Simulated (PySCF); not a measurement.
Isomers of C5H8ClN3, mass 145.041 u with the commonest isotopes. Computed with PBE0/pcSseg-1 in PySCF (dipole) on a GFN2-xTB geometry, gas phase. One conformer each, none proved a minimum here; rigid rotors.

Task: Order these by rotational constant A, largest first.
A. `[CH3:1][CH2:2][n:3]1[n:4][n:5][c:6]([Cl:7])[c:8]1[CH3:9]` with C1–C2–N3–N4 -94°
B. `[CH3:1][CH2:2][n:3]1[n:4][c:5]([CH3:6])[c:7]([Cl:8])[n:9]1` with C1–C2–N3–N4 89°
C. `[CH3:1][CH:2]([CH3:3])[n:4]1[n:5][n:6][cH:7][c:8]1[Cl:9]` with C1–C2–N4–N5 -61°

Result: A (2956 MHz), B (2534 MHz), C (1818 MHz).

Task: Order these by dipole moment, largest first.
A. `[CH3:1][CH2:2][n:3]1[n:4][c:5]([CH3:6])[c:7]([Cl:8])[n:9]1` with C1–C2–N3–N4 89°
B. `[CH3:1][CH2:2][n:3]1[n:4][n:5][c:6]([Cl:7])[c:8]1[CH3:9]` with C1–C2–N3–N4 -94°
C. `[CH3:1][CH:2]([CH3:3])[n:4]1[n:5][n:6][cH:7][c:8]1[Cl:9]` with C1–C2–N4–N5 -61°

Result: B (5.73 D), C (3.57 D), A (1.81 D).

Task: Order these by rotational constant C, largest first.
A. `[CH3:1][CH2:2][n:3]1[n:4][c:5]([CH3:6])[c:7]([Cl:8])[n:9]1` with C1–C2–N3–N4 89°
B. `[CH3:1][CH:2]([CH3:3])[n:4]1[n:5][n:6][cH:7][c:8]1[Cl:9]` with C1–C2–N4–N5 -61°
C. `[CH3:1][CH2:2][n:3]1[n:4][n:5][c:6]([Cl:7])[c:8]1[CH3:9]` with C1–C2–N3–N4 -94°

Result: B (887.6 MHz), C (741.4 MHz), A (713.0 MHz).

```
          SMILES  point group  Ia (u·Å²)  Ib (u·Å²)  Ic (u·Å²)      κ  μa (D)  μb (D)  μc (D)
  CCn1nnc(Cl)c1C           C1     170.97     560.49     681.69  -0.86    3.69    4.36    0.44
CCn1nc(C)c(Cl)n1           C1     199.44     557.67     708.84  -0.79    1.56    0.93    0.07
  CC(C)n1nncc1Cl           Cs     277.96     399.70     569.35  -0.19    0.43    3.54    0.00
```
